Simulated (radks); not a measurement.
Results of a calculation; reference values are marked as such.
Re+, 74 electrons, occupied as [Xe] 4f13.5 5d5 6s1 6p0.5 (fractional occupations, a model configuration). Code: a radial shooting solver on a logarithmic mesh with Libxc functionals. Model: scalar-relativistic Kohn-Sham, PBE, spin-polarised, spherical densities, finite nucleus; open shells are filled with parallel spins first (spin-orbit coupling, left out, can overturn this in heavy ions); Fermi nuclear charge, rms radius 5.3698 fm.

Unscreened Slater integrals over Kohn-Sham orbitals (eV). They are taken over the spin-up orbitals.

integral,value
"F0(6p,6p)",6.8788
"F2(6p,6p)",3.7099
"F0(6p,6s)",7.6834
"G1(6p,6s)",4.6329
"F0(6p,5d)",8.4148
"F2(6p,5d)",2.8460
"G1(6p,5d)",1.4878
"G3(6p,5d)",1.1591
"F0(6p,4f)",9.1547
"F2(6p,4f)",0.90318
"G2(6p,4f)",0.22060
"G4(6p,4f)",0.20130
"F0(6s,6s)",8.9957
"F0(6s,5d)",10.442
"G2(6s,5d)",2.8346
"F0(6s,4f)",11.810
"G3(6s,4f)",0.36035
"F0(5d,5d)",14.069
"F2(5d,5d)",7.2415
"F4(5d,5d)",4.7584
"F0(5d,4f)",18.327
"F2(5d,4f)",4.1226
"F4(5d,4f)",1.9090
"G1(5d,4f)",1.4763
"G3(5d,4f)",1.3189
"G5(5d,4f)",1.0363
"F0(4f,4f)",43.596
"F2(4f,4f)",21.257
"F4(4f,4f)",13.450
"F6(4f,4f)",9.7098

Derived for the open shells (J is the average intra-shell exchange parameter used in DFT+U). 4f: F4/F2 = 0.633, F6/F2 = 0.457, J = (286 F2 + 195 F4 + 250 F6)/6435 = 1.730 eV. 5d: Racah B = F2/49 - 5 F4/441 = 0.09384 eV, C = 35 F4/441 = 0.3776 eV, C/B = 4.02, F4/F2 = 0.657, J = (F2 + F4)/14 = 0.8571 eV. 6p: J = F2/5 = 0.7420 eV.
